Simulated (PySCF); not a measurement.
## Polarisability and C₆ of Ba (barium, neutral)

[Xe] 6s2, closed-shell 1S. All numbers are calculated (PySCF 2.14, the spin-free X2C one-electron Hamiltonian (Gaussian nucleus), in aug-cc-pVQZ-X2C). Coupled (time-dependent) response in atomic units; α is the mean over directions.

```tsv
method	mean α (bohr³)	C₆ (like pair)	S(−4)
UHF	324.0	6880	46720
PBE	263.7	5107	30940
```

S(−4) is the Cauchy moment in α(ω) = α(0) + S(−4) ω² + …

Reference α: 272 ± 10 bohr³ (recommended; Schwerdtfeger and Nagle, table of static dipole polarizabilities (2023 update)). Published C₆: 5540 (Gould and Bucko (2016)).

Hartree-Fock lies above the reference because it lacks correlation, which contracts the outer shell.

α(iu) at UHF:

```csv
u (hartree),α(iu) (bohr³)
0,324.0
0.0500,239.1
0.100,137.0
0.200,55.60
0.300,31.37
0.500,16.04
0.750,9.668
1.00,6.651
1.50,3.764
2.00,2.452
3.00,1.323
5.00,0.6035
```

Spin-orbit coupling, which splits the p, d and f shells strongly at this Z, is absent.
